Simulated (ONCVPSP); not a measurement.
# Logarithmic derivatives: Ti, ONCV

- Element: Ti (Z = 22)
- Generator: ONCVPSP 4.0.1
- Type: optimised norm-conserving Vanderbilt (ONCV)
- Functional: LDA (Perdew-Zunger)
- Relativity: scalar-relativistic
- Frozen core: [Ne]
- Valence charge: 12
- Reference configuration: 3s2 3p6 3d3 4s1
- Partial waves: 3s+4s: rc 2.05 bohr, ncon 5, nbas 9, qcut 7.7 1/bohr, 2 projectors; 3p: rc 1.35 bohr, ncon 3, nbas 6, qcut 11.3 1/bohr, 2 projectors, debl 1.8 Ha; 3d: rc 2.05 bohr, ncon 4, nbas 9, qcut 8.3 1/bohr, 2 projectors, debl 1.4 Ha
- Local potential: polynomial inside 1.15 bohr (lpopt 4, dvloc0 0 Ha)
- Core correction: Teter function, fcfact 2.25, rcfact 1.2

The phase is arctan(r·R′/R) of the radial function R(r), unwrapped; energies in Ha, scanned from -4 to 5 Ha. A pole is an energy at which the radial function vanishes at the test radius. The pseudo phase is shifted by a multiple of π to meet the all-electron one at the reference energy, and phase errors are pseudo minus all-electron; the curves can meet again beyond the range given. Levels narrower than the energy grid can be missing from the lists of poles.

Question: For each channel, where are the poles, and over which energies does the pseudopotential scatter like the atom?

Answer:

| channel | radius (bohr) | reference energy (Ha) | poles, all-electron | poles, pseudo | unbroken range about the reference energy with phases within 0.05 rad | phase error 1 Ha above the reference energy (rad) |
| --- | --- | --- | --- | --- | --- | --- |
| s | 2.08 | -0.14 | -2.07, 2.96 | -2.07, 2.94 | below 4.9 | -0.000 |
| p | 1.37 | -1.31 | 0.16 | 0.16 | the whole range | -0.000 |
| d | 2.08 | -0.08 | 0.30, 4.07 | 0.30, 4.13 | the whole range | +0.000 |

Phases in the p channel:

```csv
E (Ha),all-electron,pseudo
-3.98,1.032,1.032
-3.50,0.906,0.906
-3.02,0.680,0.680
-2.54,0.233,0.233
-2.06,-0.466,-0.466
-1.58,-0.998,-0.998
-1.10,-1.271,-1.271
-0.62,-1.423,-1.423
-0.14,-1.522,-1.522
0.34,-1.596,-1.596
0.82,-1.658,-1.658
1.30,-1.716,-1.716
1.78,-1.777,-1.777
2.26,-1.848,-1.848
2.74,-1.939,-1.939
3.22,-2.069,-2.070
3.70,-2.278,-2.280
4.18,-2.644,-2.650
4.66,-3.212,-3.224
```
